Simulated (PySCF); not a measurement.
Species: GeH7NSi2.
Atom-mapped SMILES: `[NH:1]1[SiH2:2][SiH2:3][GeH2:4]1` (hydrogens: H5 on N1; H6, H7 on Si2; H8, H9 on Si3; H10, H11 on Ge4)

Jobs on this species (11 atoms, 74 electrons) with PySCF (density fitting). Hardware of each: an Arm Neoverse V1 with one thread, no GPU (shared host). Times come from a shared host and carry two figures at best. Peak memory is the resident size of the whole Python process, interpreter and libraries included.

| level and settings | work | basis functions | SCF cycles | wall time | peak memory |
| --- | --- | --- | --- | --- | --- |
| delta-SCF UKS HF, pcX-2 on the ionised atom, pcseg-1 elsewhere, spin-free X2C | ΔSCF core ionisation, 5 holes | 154 | ? | ? | ? |
| delta-SCF UKS PBE, pcX-2 on the ionised atom, pcseg-1 elsewhere, spin-free X2C | ΔSCF core ionisation, 5 holes | 154 | ? | ? | ? |
| delta-SCF UKS PBE0, pcX-2 on the ionised atom, pcseg-1 elsewhere, spin-free X2C | ΔSCF core ionisation, 5 holes | 154 | 60 | 41 s | 0.60 GiB |
| delta-SCF UKS SCAN, def2-TZVP on the ionised atom, pcseg-1 elsewhere, spin-free X2C | ΔSCF core ionisation, 5 holes | 131 | 65 | 26 s | 0.53 GiB |
| delta-SCF UKS B3LYP, pcX-2 on the ionised atom, pcseg-1 elsewhere, spin-free X2C | ΔSCF core ionisation, 5 holes | 154 | 60 | 41 s | 0.60 GiB |
| PBE0-D3(BJ)/def2-SVP, grid level 1 | geometry optimisation from a GFN2-xTB start shaken at random | 117 | 38 | 39 s | 0.51 GiB |
| delta-SCF UKS SCAN, pcX-2 on the ionised atom, pcseg-1 elsewhere, spin-free X2C | ΔSCF core ionisation, 5 holes | 154 | 67 | 28 s | 0.60 GiB |
| delta-SCF UKS SCAN, pcX-1 on the ionised atom, pcseg-1 elsewhere, spin-free X2C | ΔSCF core ionisation, 5 holes | 134 | 67 | 24 s | 0.53 GiB |
| delta-SCF UKS SCAN, pcX-2 on the ionised atom, pcseg-1 elsewhere, non-relativistic | ΔSCF core ionisation, 5 holes | 154 | 67 | 27 s | 0.53 GiB |

Q: Fill in the missing figures.

A: 
- delta-SCF UKS HF, pcX-2 on the ionised atom, pcseg-1 elsewhere, spin-free X2C; ΔSCF core ionisation, 5 holes: 28 s, 0.57 GiB, 61 SCF cycles
- delta-SCF UKS PBE, pcX-2 on the ionised atom, pcseg-1 elsewhere, spin-free X2C; ΔSCF core ionisation, 5 holes: 19 s, 0.52 GiB, 65 SCF cycles

Q: What do all jobs in the table cost together?

A: About 4.5 min; the longest takes about 15 % of that, and about 2.2 times as long as the shortest.
